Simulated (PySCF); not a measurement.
C2H7NSi3, SMILES C#C[SiH]1[SiH2]N[SiH2]1.

Geometry optimised at B3LYP-D3(BJ)/def2-SVP. This is a generated structure with no PubChem entry under its InChIKey; it may be hypothetical.

Vertical ionisation energy (IE) and electron affinity (EA) in eV. Rows of orbital energies are one-electron estimates. Where ΔSCF, EOM or ADC give a negative EA the extra electron is unbound and the value depends on the basis.

| level | IE | EA |
|---|---|---|
| −ε(HOMO), −ε(LUMO), PBE0/def2-TZVP (PySCF) | 7.04 | 0.74 |
| −ε(HOMO), −ε(LUMO), PBE/def2-TZVP (PySCF) | ? | ? |

**Question.** Some entries are withheld; supply them. (An estimate is asked for; the answer gives what the named calculation found.)

**Answer.** 
- −ε(HOMO), −ε(LUMO), PBE/def2-TZVP (PySCF), IE: 6.06
- −ε(HOMO), −ε(LUMO), PBE/def2-TZVP (PySCF), EA: 1.56
